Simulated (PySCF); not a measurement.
H$_{2}$BeO (SMILES [BeH][OH]), singlet, at a GFN2-xTB geometry (such geometries of metal compounds can be far from the true shape). Base run: PBE0/6-31+G*, polarisability in PySCF.

Here is a job for PySCF.
```python
from pyscf import gto, scf, dft
from pyscf.prop import polarizability

mol = gto.M(
    atom='''
Be   -0.73751984   -0.44075754   -0.04358773
H    -1.85735340   -1.02236202   -0.11290505
O     0.44602288    0.25400706    0.02340449
H     1.23924970    0.75333564    0.10002009
''',
    basis='6-31+g*',
    verbose=4,
)

mf = dft.RKS(mol)
mf.xc = 'pbe0'
mf.kernel()
alpha = mf.Polarizability().polarizability()[2, 2]
print('alpha_zz =', alpha)
```

### Question
The base was run again with changes. Order these runs by alpha_zz (bohr³), lowest first: basis = cc-pVTZ | basis = 6-31G | basis = STO-3G | basis = def2-SVP | basis = def2-TZVP | basis = aug-cc-pVTZ.

### Answer
basis = STO-3G (alpha_zz (bohr³) 6.01), basis = 6-31G (alpha_zz (bohr³) 11.64), basis = def2-SVP (alpha_zz (bohr³) 13.49), basis = def2-TZVP (alpha_zz (bohr³) 16.90), basis = cc-pVTZ (alpha_zz (bohr³) 17.36), basis = aug-cc-pVTZ (alpha_zz (bohr³) 20.06)

Finite-field rows take the second difference of the energy in a field along z; a small field with loose convergence shows SCF noise divided by the square of the field, and a large one adds hyperpolarisability.
